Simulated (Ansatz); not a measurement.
Born–Oppenheimer molecular dynamics of C3H5B (9 atoms, charge 0, multiplicity 1). It starts from a relaxed structure.

Theory: Ansatz, RKS PBE-D4/def2-SVP.

* ensemble: NVE (velocity Verlet)
* time step: 0.5 fs
* steps asked: 150
* starting velocities drawn for: 200 K
* seed: 254256

Frames 5 fs apart, positions in Å, forces in eV/Å.

Velocities at 5.0 fs (Å/ps):

```
B 1.55 -0.24 2.41
C -2.20 -2.19 -3.97
C 0.08 0.58 1.18
C 0.17 1.75 -0.30
H -5.47 -0.64 14.16
H 9.10 -2.14 -3.82
H -15.94 11.21 -1.49
H 11.24 -5.06 -3.81
H 7.67 -2.50 5.83
```

```xyz
9
Properties=species:S:1:pos:R:3:forces:R:3 time_fs=5.0 energy_less_start_eV=0.107 T=83
B -0.073 2.068 -1.028 0.01 0.83 -1.01
C -0.037 0.728 -0.391 0.03 0.25 0.18
C 0.009 -0.357 0.192 -0.18 -0.36 0.13
C 0.040 -1.646 0.831 1.30 -0.45 0.66
H 0.188 2.193 -2.247 -0.11 -0.13 0.65
H -0.373 3.111 -0.440 0.09 -0.42 0.02
H 1.098 -1.885 1.157 -0.26 0.25 -0.42
H -0.212 -2.480 0.144 -0.35 0.03 0.17
H -0.456 -1.691 1.826 -0.55 -0.01 -0.36
9
Properties=species:S:1:pos:R:3:forces:R:3 time_fs=10.0 energy_less_start_eV=0.102 T=88
B -0.066 2.073 -1.023 -0.13 -0.16 0.15
C -0.047 0.719 -0.408 0.09 0.10 0.46
C 0.007 -0.356 0.198 -0.42 0.06 -0.25
C 0.047 -1.641 0.834 0.23 -0.35 0.26
H 0.164 2.182 -2.171 0.24 0.09 -1.06
H -0.326 3.081 -0.435 -0.11 0.30 0.47
H 1.083 -1.823 1.130 0.77 -0.15 0.10
H -0.197 -2.486 0.155 -0.28 0.08 0.09
H -0.484 -1.704 1.807 -0.39 0.03 -0.22
9
Properties=species:S:1:pos:R:3:forces:R:3 time_fs=15.0 energy_less_start_eV=0.077 T=115
B -0.060 2.078 -1.021 0.05 0.34 -0.77
C -0.056 0.713 -0.417 0.08 0.28 0.33
C -0.003 -0.356 0.200 -0.35 -0.14 -0.28
C 0.063 -1.644 0.843 0.83 -0.16 0.26
H 0.176 2.184 -2.244 -0.13 0.08 0.64
H -0.292 3.084 -0.348 0.07 -0.30 -0.18
H 1.167 -1.787 1.109 -1.00 -0.18 0.08
H -0.242 -2.478 0.180 0.12 -0.01 -0.19
H -0.594 -1.709 1.740 0.33 0.09 0.11
9
Properties=species:S:1:pos:R:3:forces:R:3 time_fs=20.0 energy_less_start_eV=0.092 T=99
B -0.054 2.088 -1.032 0.01 -0.24 0.12
C -0.064 0.712 -0.419 0.01 0.37 0.07
C -0.019 -0.358 0.196 0.07 -0.22 -0.16
C 0.088 -1.649 0.855 -1.80 0.25 -0.83
H 0.169 2.208 -2.226 -0.05 0.16 0.09
H -0.249 3.041 -0.288 0.02 -0.01 -0.25
H 1.119 -1.802 1.126 0.91 -0.40 0.60
H -0.260 -2.464 0.173 0.37 0.09 -0.01
H -0.636 -1.697 1.697 0.45 0.00 0.37
9
Properties=species:S:1:pos:R:3:forces:R:3 time_fs=25.0 energy_less_start_eV=0.082 T=110
B -0.049 2.092 -1.041 -0.02 -0.68 0.64
C -0.071 0.718 -0.419 -0.04 -0.18 0.08
C -0.035 -0.364 0.189 0.54 0.24 -0.12
C 0.090 -1.651 0.856 0.49 0.08 0.27
H 0.153 2.268 -2.200 0.06 0.10 -0.59
H -0.203 3.003 -0.277 -0.08 0.50 0.11
H 1.150 -1.882 1.235 -0.96 0.42 -0.48
H -0.204 -2.448 0.153 0.01 -0.35 -0.03
H -0.584 -1.686 1.735 0.00 -0.13 0.11
9
Properties=species:S:1:pos:R:3:forces:R:3 time_fs=30.0 energy_less_start_eV=0.144 T=42
B -0.043 2.086 -1.038 0.06 0.72 -0.29
C -0.078 0.721 -0.418 -0.02 -0.28 0.01
C -0.040 -0.366 0.181 0.59 -0.02 0.16
C 0.093 -1.651 0.858 -1.30 -0.07 -0.31
H 0.143 2.340 -2.260 -0.16 -0.38 0.85
H -0.172 3.050 -0.263 0.03 -0.31 -0.37
H 1.064 -1.888 1.272 1.26 0.26 -0.02
H -0.139 -2.486 0.145 -0.16 0.17 0.44
H -0.528 -1.702 1.788 -0.30 -0.08 -0.46
9
Properties=species:S:1:pos:R:3:forces:R:3 time_fs=35.0 energy_less_start_eV=0.077 T=116
B -0.036 2.091 -1.038 -0.16 -0.16 0.79
C -0.086 0.719 -0.416 0.11 0.10 -0.10
C -0.034 -0.369 0.175 0.12 -0.30 0.15
C 0.082 -1.653 0.858 1.16 0.21 0.40
H 0.107 2.338 -2.188 0.10 -0.16 -0.78
H -0.139 3.054 -0.312 -0.03 0.14 0.21
H 1.140 -1.815 1.263 -0.73 0.33 -0.48
H -0.111 -2.514 0.206 -0.20 -0.25 -0.29
H -0.542 -1.734 1.762 -0.37 0.09 0.10
9
Properties=species:S:1:pos:R:3:forces:R:3 time_fs=40.0 energy_less_start_eV=0.072 T=120
B -0.033 2.095 -1.025 -0.11 -0.14 -0.29
C -0.092 0.718 -0.416 0.24 -0.11 0.22
C -0.025 -0.376 0.171 -0.47 0.13 -0.34
C 0.084 -1.651 0.863 -0.63 -0.16 -0.30
H 0.084 2.287 -2.232 0.01 -0.19 0.19
H -0.111 3.079 -0.324 -0.01 0.08 0.18
H 1.133 -1.685 1.182 0.32 -0.37 0.48
H -0.118 -2.562 0.232 0.18 0.52 0.00
H -0.620 -1.743 1.734 0.46 0.24 -0.13
9
Properties=species:S:1:pos:R:3:forces:R:3 time_fs=45.0 energy_less_start_eV=0.102 T=88
B -0.032 2.096 -1.016 -0.10 0.10 -0.40
C -0.093 0.716 -0.412 0.22 0.20 0.23
C -0.025 -0.382 0.161 -0.52 0.07 -0.31
C 0.080 -1.650 0.863 0.74 0.82 -0.33
H 0.066 2.201 -2.256 -0.02 0.06 0.62
H -0.085 3.112 -0.304 0.03 -0.45 -0.31
H 1.153 -1.627 1.189 -0.40 -0.53 0.35
H -0.095 -2.531 0.234 0.06 -0.29 -0.38
H -0.622 -1.702 1.702 0.00 0.03 0.54
9
Properties=species:S:1:pos:R:3:forces:R:3 time_fs=50.0 energy_less_start_eV=0.076 T=117
B -0.033 2.095 -1.013 -0.11 -1.00 0.48
C -0.090 0.717 -0.404 0.05 0.54 0.09
C -0.035 -0.386 0.145 -0.01 -0.05 0.07
C 0.085 -1.638 0.857 0.16 -0.18 0.20
H 0.045 2.129 -2.188 0.07 0.33 -0.98
H -0.054 3.074 -0.331 -0.02 0.46 0.26
H 1.121 -1.684 1.278 -0.20 -0.12 -0.11
H -0.055 -2.525 0.183 -0.08 0.23 0.43
H -0.599 -1.655 1.749 0.14 -0.21 -0.45
9
Properties=species:S:1:pos:R:3:forces:R:3 time_fs=55.0 energy_less_start_eV=0.108 T=81
B -0.037 2.079 -1.006 0.08 0.42 -0.95
C -0.086 0.728 -0.394 -0.09 -0.23 0.28
C -0.045 -0.391 0.131 0.48 0.32 0.22
C 0.093 -1.626 0.853 0.01 -0.29 0.21
H 0.035 2.128 -2.255 -0.07 0.19 0.68
H -0.026 3.101 -0.325 -0.03 -0.21 -0.18
H 1.065 -1.772 1.356 0.52 0.35 -0.26
H -0.038 -2.499 0.198 -0.28 -0.38 -0.03
H -0.571 -1.652 1.730 -0.62 -0.17 0.01
9
Properties=species:S:1:pos:R:3:forces:R:3 time_fs=60.0 energy_less_start_eV=0.073 T=120
B -0.039 2.069 -1.014 0.08 0.82 -0.18
C -0.084 0.735 -0.379 -0.12 -0.14 -0.02
C -0.046 -0.391 0.121 0.55 -0.18 0.50
C 0.101 -1.622 0.854 -0.27 -1.05 0.55
H 0.012 2.171 -2.222 -0.05 0.01 -0.12
H -0.005 3.098 -0.345 -0.04 -0.21 -0.07
H 1.096 -1.782 1.368 -0.38 0.45 -0.46
H -0.074 -2.530 0.226 0.08 0.19 0.04
H -0.649 -1.684 1.688 0.15 0.11 -0.23
```

Of the whole run (75 fs, mean temperature of the second half 99 K): The conserved energy stayed within 0.12 meV per atom of its start (net change 0.065 meV per atom), so the integration is sound. The temperature averaged 0.50 of the 200 K drawn at the start: a run that starts near a minimum puts about half its kinetic energy into the potential. A run of 0.075 ps of so small a system gives no equilibrium averages.

Time of the run: 3.8 min on 1 CPU thread of a shared host.
